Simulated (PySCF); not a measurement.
## Working out the ionisation energy of Mn⁺

Mn⁺ [Ar] 3d5 4s1 (7S) → Mn²⁺ [Ar] 3d5 (6S). Calculation: PySCF 2.14, in cc-pVTZ-DK (7s6p4d2f1g, 68 functions); the spin-free X2C one-electron Hamiltonian (Gaussian nucleus). Frozen: [Ar]. Energies in hartree (1 hartree = 27.21139 eV):

```tsv
part	Mn⁺ (lower)	Mn²⁺ (upper)
UHF	-1157.161982	-1156.616048
MP2 opposite-spin	0.000000	0.000000
MP2 same-spin	-0.085466	-0.069266
```

Q: What does Hartree-Fock give?

A: (-1156.616048) − (-1157.161982) = 0.545934 hartree = 14.856 eV.

Q: What do MP2 and SCS-MP2 (6/5 opposite-spin, 1/3 same-spin) give?

A: The opposite-spin parts differ by 0.000 eV and the same-spin parts by 0.441 eV. MP2: 14.856 + (0.000) + (0.441) = 15.297 eV. SCS-MP2: 14.856 + 1.2 × (0.000) + (0.441)/3 = 15.003 eV.

Measured between the centres of the two terms (NIST): 15.640 eV, so MP2 (valence) is off by -0.343 eV.

What remains against the reference includes basis incompleteness, the frozen core and correlation beyond second order.
